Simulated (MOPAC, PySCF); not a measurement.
C$_{9}$H$_{7}$NSSi, SMILES `N#Cc1cc([SiH3])cc2sccc12`, neutral singlet in the gas phase. 

Cartesian coordinates (Å):
SMILES: N#Cc1cc([SiH3])cc2c1ccs2
```xyz
19

N     -1.5493     3.0368     2.0512
C     -1.0561     2.1544     1.4526
C     -0.4815     1.0682     0.7175
C      0.9110     0.9611     0.5567
C      1.4986    -0.1075    -0.1678
Si     3.3763    -0.2096    -0.3604
C      0.6655    -1.0876    -0.7408
C     -0.7270    -0.9882    -0.5851
S     -1.9394    -2.0878    -1.2095
C     -3.2179    -1.1307    -0.5113
C     -2.7656    -0.0246     0.1683
C     -1.3344     0.0800     0.1401
H      1.5454     1.7366     1.0123
H      4.0432    -0.2721     0.9873
H      3.7103    -1.4480    -1.1451
H      3.9016     1.0002    -1.0855
H      1.0977    -1.9267    -1.3075
H     -4.2584    -1.4517    -0.6480
H     -3.4202     0.6971     0.6748
```
Charge 0, spin multiplicity 1.

All levels are single points at this geometry (PBE-D3(BJ)/def2-SVP); Pople sets use spherical d functions. Orbital energies aren't observables, and empty levels follow the basis.

B3LYP/6-311+G** in PySCF gives dipole (D) = 4.08.

### Question
Estimate the dipole (D) from each of these levels: PBE-D3(BJ)/def2-TZVP in PySCF; B3LYP/3-21G in PySCF; B3LYP/6-31G* in PySCF; B3LYP/LANL2DZ in PySCF; BP86/6-31G* in PySCF; PBE/6-31G* in PySCF; HF/3-21G in PySCF; AM1 in MOPAC.

### Answer

| level | dipole (D) |
|---|---|
| PBE-D3(BJ)/def2-TZVP in PySCF | 3.97 |
| B3LYP/3-21G in PySCF | 3.27 |
| B3LYP/6-31G* in PySCF | 3.73 |
| B3LYP/LANL2DZ in PySCF | 3.74 |
| BP86/6-31G* in PySCF | 3.69 |
| PBE/6-31G* in PySCF | 3.66 |
| HF/3-21G in PySCF | 3.33 |
| AM1 in MOPAC | 3.09 |
